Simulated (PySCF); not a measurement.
SMILES C=C/C=C\S, singlet at its GFN2-xTB optimised geometry (Å):

```
11

C      2.5285     0.5761    -0.0062
C      1.1988     0.5970     0.0026
C      0.3800    -0.5874     0.0000
C     -0.9563    -0.5874     0.0000
S     -1.9346     0.8775     0.0000
H      3.0772    -0.3516    -0.0173
H      3.1120     1.4800    -0.0042
H      0.6673     1.5402     0.0122
H      0.8929    -1.5402    -0.0023
H     -1.5274    -1.5003    -0.0027
H     -3.1120     0.2557     0.0038
```

Calculation: B3LYP/def2-TZVP in PySCF. Cells within 0.4 Å of a nucleus heavier than hydrogen are left out (blank, or x).

Map of the deformation density (molecule minus spherical neutral atoms) (e/bohr³) on the plane z = 0.0 Å:

```
|1111111111111111111111111111111|
|1111111111111111111111111111111|
|1111111111111111111111111111111|
|1111111111111111111111111111111|
|1111111111111111111111111111111|
|1111111111111111111111111111111|
|1111111111111111111111111111111|
|1111111111111111111111111111111|
|1111111111111111111111111111111|
|1111111111111110000000000011111|
|1111111001111100011000110011111|
|1111110001310000294100274001111|
|111111000xx00000276121484111111|
|111110133xx0000013xx8xx41011111|
|111100274013200014xx7xx41011111|
|1111100220143010374011483111111|
|111110000012xx76x62000273011111|
|111111100013xx87xx1000110011111|
|1111111100276111473000000011111|
|1111111110294000384001111111111|
|1111111110011000110001111111111|
|1111111110000000000011111111111|
|1111111111111111111111111111111|
|1111111111111111111111111111111|
|1111111111111111111111111111111|
|1111111111111111111111111111111|
|1111111111111111111111111111111|
|1111111111111111111111111111111|
|1111111111111111111111111111111|
|1111111111111111111111111111111|
|1111111111111111111111111111111|
```
Scale: ten equal steps from -0.019 (start of '0') to 0.129 (end of '9'), in the order '0123456789'; x runs from -5.50 to 5.50, y from -5.50 (bottom) to 5.50 (top).
